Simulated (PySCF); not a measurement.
C3H12Si3, triplet, at the geometry of the source list (a higher spin typed on purpose: for a closed-shell molecule this is an excited state) (in this run its highest filled SCF level lies above zero, so its values depend strongly on the basis, on diffuse functions most of all). Base run: BLYP/STO-3G run with PySCF.

Here is a job for PySCF.
```python
from pyscf import gto, scf, dft

mol = gto.Mole()
mol.atom = '''
    C    -0.724600    1.319600   -1.001900
    Si    1.069300    1.466300   -0.390300
    C     1.776200   -0.286100   -0.182400
    Si    0.749200   -1.391100    0.974300
    C    -1.034700   -1.448200    0.319800
    Si   -1.832500    0.266500    0.128200
    H    -0.725400    0.888900   -2.003200
    H    -1.154000    2.314800   -1.102400
    H     1.877400    2.230900   -1.358000
    H     1.102400    2.174800    0.897000
    H     1.844400   -0.761100   -1.161100
    H     2.796300   -0.221500    0.192100
    H     1.319400   -2.750100    1.020700
    H     0.764700   -0.839700    2.336600
    H    -1.643800   -2.057200    0.985500
    H    -1.044100   -1.955300   -0.645000
    H    -1.959000    0.909100    1.444100
    H    -3.181200    0.139600   -0.454000
'''
mol.basis = 'sto-3g'
mol.charge = 0
mol.spin = 2
mol.verbose = 4
mol.build()

mf = dft.UKS(mol)
mf.xc = 'blyp'
mf.kernel()
```

The base run was repeated with changes; each row names its change, and settings that it needs were set with it.

```
change                      E (Eh)  HOMO (eV)  dipole (D)  <S^2>  core-seconds (rough)                outcome
----------------------  ----------  ---------  ----------  -----  --------------------  ---------------------
base                    -978.00939       6.27        0.26  2.004                    20              converged
functional = wb97m_v             -          -           -      -                     -  cut at the time limit
functional = b3lyp      -978.22578       5.51        0.57  2.006                    20              converged
functional = revpbe              -          -           -      -                     -          not converged
functional = bhandhlyp  -978.11050       4.74        0.20  2.004                    30              converged
functional = camb3lyp   -978.04047       4.47        0.20  2.003                    70              converged
functional = hf         -975.57087       5.90        1.65  2.040                     1              converged
functional = pbe0       -977.70432       5.63        0.25  2.003                    30              converged
functional = x3lyp      -978.02347       5.50        0.58  2.006                    30              converged
functional = m06        -977.93249       5.72        0.13  2.004                    40              converged
functional = mn15                -          -           -      -                     -          not converged
functional = o3lyp      -978.21743       5.88        0.54  2.006                    30              converged
functional = pbe                 -          -           -      -                     -          not converged
```

Total energies compare only within one method and basis.

Open shells are given as the SCF converged; they aren't shown to be the lowest states, and a large step between rows can be another state.
